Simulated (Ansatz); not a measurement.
Total energies of FH8NSi3, SMILES `F[SiH2]N([SiH3])[SiH3]`.

| atom | x (Å) | y (Å) | z (Å) |
| --- | --- | --- | --- |
| F1 | 0.6712 | -2.4107 | 1.0874 |
| Si2 | 0.8889 | -0.8333 | 1.2297 |
| N3 | 0.0115 | 0.0239 | 0.0337 |
| Si4 | 0.8363 | 0.6481 | -1.3703 |
| Si5 | -1.7144 | 0.2359 | 0.1551 |
| H6 | 0.4282 | -0.4744 | 2.5881 |
| H7 | 2.3321 | -0.5682 | 1.0220 |
| H8 | 1.6417 | 1.8516 | -1.0375 |
| H9 | 1.7366 | -0.3822 | -1.9470 |
| H10 | -0.2039 | 1.0234 | -2.3638 |
| H11 | -2.4213 | -0.4912 | -0.9298 |
| H12 | -2.1405 | -0.2998 | 1.4732 |
| H13 | -2.0664 | 1.6767 | 0.0591 |

The species carries charge 0 and has multiplicity 1. The geometry is a stationary point of PBE0-D4/def2-TZVP. It is one conformer, not always the lowest. Basis def2-TZVPP, the Gaussian-basis code of Ansatz.

RPA on PBE orbitals: Hartree–Fock energy of these orbitals -1025.51812 Eh, correlation -1.44779 Eh (frozen core).

```csv
functional,energy without D4 (Eh),D4 term (kJ/mol)
LDA (SPW92),-1023.47948,–
PBE,-1027.47343,-34.3
revPBE,-1027.85835,-94.6
r2SCAN,-1027.95807,-8.4
B97M-V,-1027.84506,–
r2SCANh,-1027.94636,-9.1
r2SCAN0,-1027.93011,-10.1
HSE06 (plane-wave form),-1027.54740,-27.6
BHLYP,-1028.05182,-45.5
CAM-B3LYP,-1028.08676,-30.2
LC-ωPBE,-1027.75443,–
ωB97X-V,-1027.92820,–
ωB97M-V,-1027.99041,–
B2PLYP,-1027.65312,–
```

(1) Give the same for BLYP, PBE0, B3LYP, PBE-QIDH. (Estimate.)

B3LYP takes the VWN-RPA correlation (the form of Gaussian; ORCA's B3LYP/G). HSE06 is the plane-wave form, built on full-range PBE exchange. The double hybrids freeze the cores in their second-order part.

Answers

(1) Computed: 
```tsv
functional	energy without D4 (Eh)	D4 term (kJ/mol)
BLYP	-1028.05767	-73.9
PBE0	-1027.57482	-29.3
B3LYP	-1028.18308	-55.5
PBE-QIDH	-1027.31229	–
```

LC-ωPBE has ω = 0.4 bohr⁻¹.
